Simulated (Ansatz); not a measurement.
```yaml
crystal:
  periodic: [false, false, false]
  atoms:
    - {symbol: C, position_ang: [-2.968406, 2.214410, -1.552109]}
    - {symbol: Si, position_ang: [-3.207798, 1.024133, -0.125368]}
    - {symbol: C, position_ang: [-4.423283, -0.314386, -0.590293]}
    - {symbol: C, position_ang: [-3.769540, 1.940914, 1.400865]}
    - {symbol: N, position_ang: [-1.723024, 0.201474, 0.318779]}
    - {symbol: C, position_ang: [-0.600384, 0.370258, -0.230977]}
    - {symbol: C, position_ang: [0.592989, -0.377176, 0.223893]}
    - {symbol: N, position_ang: [1.716466, -0.205574, -0.323287]}
    - {symbol: Si, position_ang: [3.201757, -1.026250, 0.122820]}
    - {symbol: C, position_ang: [3.781398, -1.919958, -1.410307]}
    - {symbol: C, position_ang: [2.956520, -2.236350, 1.531781]}
    - {symbol: C, position_ang: [4.406119, 0.312418, 0.615687]}
    - {symbol: H, position_ang: [-2.244952, 2.997287, -1.308970]}
    - {symbol: H, position_ang: [-3.913959, 2.705738, -1.798539]}
    - {symbol: H, position_ang: [-2.620202, 1.701395, -2.452648]}
    - {symbol: H, position_ang: [-5.404254, 0.111583, -0.817860]}
    - {symbol: H, position_ang: [-4.082716, -0.865242, -1.470611]}
    - {symbol: H, position_ang: [-4.542379, -1.027746, 0.228389]}
    - {symbol: H, position_ang: [-3.879855, 1.254896, 2.243779]}
    - {symbol: H, position_ang: [-3.047072, 2.710303, 1.684546]}
    - {symbol: H, position_ang: [-4.732586, 2.429562, 1.229650]}
    - {symbol: H, position_ang: [-0.399527, 1.059374, -1.067682]}
    - {symbol: H, position_ang: [0.391483, -1.068474, 1.058643]}
    - {symbol: H, position_ang: [4.744965, -2.406823, -1.236969]}
    - {symbol: H, position_ang: [3.896368, -1.221965, -2.242711]}
    - {symbol: H, position_ang: [3.064919, -2.688414, -1.711171]}
    - {symbol: H, position_ang: [2.238606, -3.019062, 1.272217]}
    - {symbol: H, position_ang: [3.902316, -2.726718, 1.779188]}
    - {symbol: H, position_ang: [2.598791, -1.737190, 2.436356]}
    - {symbol: H, position_ang: [5.687620, -0.111395, 0.845002]}
    - {symbol: H, position_ang: [5.387620, -0.111395, 0.845002]}
    - {symbol: H, position_ang: [4.527702, 1.037845, -0.191943]}
basis:
  gaussian: {orbitals: pcseg-2}
total_charge: -1
magnetization: {spin_polarized: true, initial_magnetization: 1}
hamiltonian: {xc: {name: B3LYP5}}
output: {forces: true}
```

```sh
$ ansatz run in.yaml --threads 11 --pin off --events-out ev --progress --plain --max-ram 110592MiB --backend cuda --devices 0, --max-vram 75GiB
```

It prints (some lines left out):

```
Functional definition: B3LYP5
3190 factors; their error is unknown
mean field evaluation 1: about -27299.2120 eV, gradient 9.1e1 eV
mean field evaluation 2: about -27220.8664 eV, gradient 1.2e2 eV
mean field evaluation 4: about -27334.8324 eV, gradient 2.0e1 eV
mean field evaluation 8: about -27337.1190 eV, gradient 2.3e0 eV
mean field evaluation 16: about -27337.1289 eV, gradient 5.6e-2 eV
mean field -27337.12895721 eV, -1004.6209594059 hartree, gradient 4.5e-5 eV, S^2 0.753619; 2 other end points of the search recorded, 0 dependent functions left out
reference -27337.12949083 eV, -1004.6209790161 hartree; 56, 55 occupied and 592, 593 virtual orbitals, 3190 factors
Total energy: -27337.12949083 eV, -1004.6209790161 hartree
Atom 0 at    -2.968406     2.214410    -1.552109 Å, force    -0.276630     0.319265    -0.271305 eV/Å
Atom 1 at    -3.207798     1.024133    -0.125368 Å, force     2.024496    -1.114364     0.601540 eV/Å
Atom 2 at    -4.423283    -0.314386    -0.590293 Å, force    -0.526103     0.004149    -0.128629 eV/Å
Atom 3 at    -3.769540     1.940914     1.400865 Å, force    -0.439103     0.280197     0.114843 eV/Å
Atom 4 at    -1.723024     0.201474     0.318779 Å, force    -3.847750     0.458322     0.662835 eV/Å
Atom 5 at    -0.600384     0.370258    -0.230977 Å, force     3.552311    -0.898178    -0.048309 eV/Å
Atom 6 at     0.592989    -0.377176     0.223893 Å, force    -3.528212     0.927098     0.290841 eV/Å
Atom 7 at     1.716466    -0.205574    -0.323287 Å, force     4.164877    -0.439948    -0.952252 eV/Å
Atom 8 at     3.201757    -1.026250     0.122820 Å, force    -0.988494     1.240029    -0.244335 eV/Å
Atom 9 at     3.781398    -1.919958    -1.410307 Å, force     0.110303    -0.558757    -0.278497 eV/Å
Atom 10 at     2.956520    -2.236350     1.531781 Å, force     0.157037    -0.358624     0.240598 eV/Å
Atom 11 at     4.406119     0.312418     0.615687 Å, force    -5.010804     1.906332    -0.432400 eV/Å
Atom 12 at    -2.244952     2.997287    -1.308970 Å, force    -0.005413    -0.071152    -0.001758 eV/Å
Atom 13 at    -3.913959     2.705738    -1.798539 Å, force    -0.010506     0.079610    -0.086979 eV/Å
Atom 14 at    -2.620202     1.701395    -2.452648 Å, force     0.018017     0.008913     0.065158 eV/Å
Atom 15 at    -5.404254     0.111583    -0.817860 Å, force    -0.149340    -0.098744    -0.041659 eV/Å
Atom 16 at    -4.082716    -0.865242    -1.470611 Å, force     0.026735     0.033210     0.048379 eV/Å
Atom 17 at    -4.542379    -1.027746     0.228389 Å, force     0.038267     0.030563    -0.023557 eV/Å
Atom 18 at    -3.879855     1.254896     2.243779 Å, force     0.032999     0.008944    -0.043251 eV/Å
Atom 19 at    -3.047072     2.710303     1.684546 Å, force     0.000396    -0.060293    -0.030730 eV/Å
Atom 20 at    -4.732586     2.429562     1.229650 Å, force    -0.092777     0.091605     0.125093 eV/Å
Atom 21 at    -0.399527     1.059374    -1.067682 Å, force     0.056251     0.002900    -0.005834 eV/Å
Atom 22 at     0.391483    -1.068474     1.058643 Å, force    -0.054280     0.030537     0.012193 eV/Å
Atom 23 at     4.744965    -2.406823    -1.236969 Å, force     0.070403    -0.052249    -0.085879 eV/Å
Atom 24 at     3.896368    -1.221965    -2.242711 Å, force    -0.022943     0.018144     0.077332 eV/Å
Atom 25 at     3.064919    -2.688414    -1.711171 Å, force     0.000352    -0.067569    -0.093260 eV/Å
Atom 26 at     2.238606    -3.019062     1.272217 Å, force     0.010204     0.007369    -0.000424 eV/Å
Atom 27 at     3.902316    -2.726718     1.779188 Å, force     0.028541    -0.085505     0.083411 eV/Å
Atom 28 at     2.598791    -1.737190     2.436356 Å, force     0.022272     0.025834    -0.112235 eV/Å
Atom 29 at     5.687620    -0.111395     0.845002 Å, force   116.516671     0.117639    -0.666208 eV/Å
Atom 30 at     5.387620    -0.111395     0.845002 Å, force  -112.651421    -1.693433     1.035331 eV/Å
Atom 31 at     4.527702     1.037845    -0.191943 Å, force     0.773645    -0.091846     0.189946 eV/Å
Dipole moment:    -0.587192    -0.116459    -0.263754 e Å
```

(1) Something in this input is off. What?

## Answers

(1) One atom was put on top of another. The calculation finished and met its thresholds. The result belongs to that input, not to the molecule as meant.

B3LYP here is the variant with VWN-RPA as its local correlation; programs differ in this.
